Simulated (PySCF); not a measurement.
Ti(Cl)3(SH) (Cl3HSTi), SMILES [Cl][Ti]([Cl])([SH])[Cl], multiplicity 1.

Geometry optimised at B3LYP-D3(BJ)/def2-SVP. The spin state was assumed, not searched. The structure was generated by enumeration; whether it is a known compound was not checked. The values are those of a single conformer.

Computed with PBE/def2-TZVP (PySCF).

Symmetry labels are those of the subgroup Cs that the program uses (full group Cs).

Computed valence orbital energies around the gap with their symmetry:
```
orbital  symmetry  energy (eV)
-------  --------  -----------
HOMO−7         A"        -9.14
HOMO−6         A'        -9.13
HOMO−5         A'        -8.91
HOMO−4         A"        -8.63
HOMO−3         A'        -8.51
HOMO−2         A'        -8.21
HOMO−1         A"        -8.12
HOMO           A"        -7.10
LUMO           A'        -4.53
LUMO+1         A"        -4.26
LUMO+2         A'        -3.68
LUMO+3         A"        -3.47
```
